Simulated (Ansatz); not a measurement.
`Cl[Si](Cl)(Cl)[GeH]([Si](Cl)(Cl)Cl)[Si](Cl)(Cl)Cl`, one more setting.

```yaml
crystal:
  periodic: [false, false, false]
  atoms:
    - {symbol: Cl, position_ang: [-2.296015, -0.524311, 2.819553]}
    - {symbol: Si, position_ang: [-0.491414, -0.950104, 1.977407]}
    - {symbol: Cl, position_ang: [0.954445, 0.094832, 2.954732]}
    - {symbol: Cl, position_ang: [-0.125096, -2.941531, 2.193914]}
    - {symbol: Ge, position_ang: [-0.507270, -0.365954, -0.324910]}
    - {symbol: Si, position_ang: [-0.938483, 1.958010, -0.560863]}
    - {symbol: Cl, position_ang: [-0.966742, 2.468921, -2.531952]}
    - {symbol: Cl, position_ang: [-2.744231, 2.421453, 0.258617]}
    - {symbol: Cl, position_ang: [0.507037, 3.038103, 0.377893]}
    - {symbol: Si, position_ang: [1.589210, -0.898698, -1.306129]}
    - {symbol: Cl, position_ang: [1.578309, -0.419901, -3.285440]}
    - {symbol: Cl, position_ang: [1.964680, -2.891539, -1.120290]}
    - {symbol: Cl, position_ang: [3.076158, 0.139995, -0.385429]}
    - {symbol: H, position_ang: [-1.613588, -1.158375, -1.038301]}
basis:
  gaussian: {orbitals: ANO-RCC-VTZP}
hamiltonian: {xc: {name: revPBE}, dispersion: d4}
output: {forces: true}
```

```sh
$ ansatz run in.yaml --threads 11 --pin off --events-out ev --progress --plain --max-ram 174080MiB --backend cuda --devices 0, --max-vram 75GiB
```

It prints (some lines left out):

```
Functional definition: revPBE
4462 factors; their error is unknown
mean field evaluation 1: about -193852.0596 eV, gradient 3.6e1 eV
mean field evaluation 2: about -193851.3214 eV, gradient 4.3e1 eV
mean field evaluation 4: about -193854.7959 eV, gradient 2.5e0 eV
mean field evaluation 8: about -193854.8101 eV, gradient 1.5e-1 eV
mean field evaluation 16: about -193854.7088 eV, gradient 2.3e-4 eV
mean field -193854.70879797 eV, -7124.0291488845 hartree, gradient 3.9e-5 eV, S^2 0.000000; 0 other end points of the search recorded, 0 dependent functions left out
reference -193854.70891502 eV, -7124.0291531859 hartree; 114, 114 occupied and 351, 351 virtual orbitals, 4462 factors
Total energy: -193857.16382029 eV, -7124.1193692906 hartree
Relativity: scalar
Atom 0 at    -2.296015    -0.524311     2.819553 Å, force    -0.460342     0.114887     0.205291 eV/Å
Atom 1 at    -0.491414    -0.950104     1.977407 Å, force     0.004265     0.098653    -0.366553 eV/Å
Atom 2 at     0.954445     0.094832     2.954732 Å, force     0.361538     0.265404     0.225843 eV/Å
Atom 3 at    -0.125096    -2.941531     2.193914 Å, force     0.095953    -0.505955     0.044359 eV/Å
Atom 4 at    -0.507270    -0.365954    -0.324910 Å, force    -0.036951    -0.026757    -0.024473 eV/Å
Atom 5 at    -0.938483     1.958010    -0.560863 Å, force     0.076301    -0.369580     0.041851 eV/Å
Atom 6 at    -0.966742     2.468921    -2.531952 Å, force    -0.002784     0.119870    -0.502750 eV/Å
Atom 7 at    -2.744231     2.421453     0.258617 Å, force    -0.458478     0.107854     0.213647 eV/Å
Atom 8 at     0.507037     3.038103     0.377893 Å, force     0.364751     0.251667     0.236176 eV/Å
Atom 9 at     1.589210    -0.898698    -1.306129 Å, force    -0.331293     0.089965     0.162080 eV/Å
Atom 10 at     1.578309    -0.419901    -3.285440 Å, force    -0.011499     0.128000    -0.500259 eV/Å
Atom 11 at     1.964680    -2.891539    -1.120290 Å, force     0.087277    -0.506309     0.054533 eV/Å
Atom 12 at     3.076158     0.139995    -0.385429 Å, force     0.355245     0.264046     0.238590 eV/Å
Atom 13 at    -1.613588    -1.158375    -1.038301 Å, force    -0.043983    -0.031745    -0.028334 eV/Å
Dipole moment:    -0.101245    -0.073223    -0.065552 e Å
```

It took 8.5 s on 11 threads of an AMD EPYC 7R13 on a shared host and a whole NVIDIA H100 80 GB, with 1.7 GiB of host memory at the peak.
